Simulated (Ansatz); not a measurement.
# AlFH3Sn: where a starting geometry ends

The starting geometry of this gas-phase doublet was optimised with GFN2-xTB.

```json
{"atom": "Al", "x (Å)": "0.2168", "y (Å)": "-0.3275", "z (Å)": "0.2457"}
{"atom": "F", "x (Å)": "1.4171", "y (Å)": "-1.1439", "z (Å)": "-0.5268"}
{"atom": "Sn", "x (Å)": "-0.4231", "y (Å)": "2.2590", "z (Å)": "0.1599"}
{"atom": "H", "x (Å)": "0.7645", "y (Å)": "2.2701", "z (Å)": "-1.1891"}
{"atom": "H", "x (Å)": "-0.2602", "y (Å)": "-1.0542", "z (Å)": "1.5247"}
{"atom": "H", "x (Å)": "-0.9878", "y (Å)": "0.3304", "z (Å)": "-0.7756"}
```

Predict what it relaxes into with r2SCAN-D4/def2-SVP.

A new bond forms, giving a structure with H6 bridging Al1 and Sn3, given below by its coordinates. Contacts that close: Sn3–H6 (2.22 → 2.03 Å).

The energy falls by 0.18 eV over 14 steps:

```json
{"step": "1", "E − E(last) (eV)": "0.185"}
{"step": "2", "E − E(last) (eV)": "0.055"}
{"step": "4", "E − E(last) (eV)": "0.016"}
{"step": "5", "E − E(last) (eV)": "0.013"}
{"step": "7", "E − E(last) (eV)": "0.004"}
{"step": "8", "E − E(last) (eV)": "0.003"}
{"step": "10", "E − E(last) (eV)": "0.000"}
{"step": "11", "E − E(last) (eV)": "0.000"}
{"step": "13", "E − E(last) (eV)": "0.000"}
{"step": "14", "E − E(last) (eV)": "0.000"}
```

Final geometry (Å):

```csv
atom,x (Å),y (Å),z (Å)
Al,0.2090,-0.4588,0.3511
F,1.5054,-1.1031,-0.4794
Sn,-0.2652,2.2297,0.1146
H,0.5633,2.4610,-1.4307
H,-0.4465,-1.2414,1.5493
H,-0.8387,0.4466,-0.6661
```

The end wasn't checked by frequencies. Open shells are spin-unrestricted. Atoms past krypton carry core potentials, without spin–orbit terms. Run with Ansatz 0.2.0, 3.7 min on 1 thread of Arm Neoverse N1, with other jobs on the host.
